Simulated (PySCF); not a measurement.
## Ionisation energy of Ar⁷⁺ by level of theory

Ar⁷⁺ [Ne] 3s1 (2S) → Ar⁸⁺ [Ne] (1S), as a difference of total energies. All numbers are calculated (PySCF 2.14, no relativity, point nucleus, in an even-tempered Gaussian basis (17 s from 0.25 bohr⁻², ratio 2.5; 12 p from 0.33 bohr⁻², ratio 2.5; 5 d from 1.6 bohr⁻², ratio 2.7; 5 f from 2.3 bohr⁻², ratio 2.7)). Correlated levels: outer shells: 1s2 frozen; virtual orbitals above 40 to 60 times the deepest correlated orbital energy dropped. The calculations carry no spin-orbit coupling.

```tsv
method	ionisation energy (eV)
UHF	142.44
MP2 (outer shells)	142.92
SCS-MP2 (outer shells)	142.83
CCSD (outer shells)	142.93
CCSD(T) (outer shells)	142.94
```

**Question.** How much does correlation contribute at CCSD(T) (outer shells)?

**Answer.** 142.94 − (142.44) = 0.50 eV, measured against UHF.

These non-relativistic numbers lack the scalar-relativistic shift.

For comparison: 143.46 eV (semi-empirical (NIST evaluation); NIST Atomic Spectra Database, ionization energies).
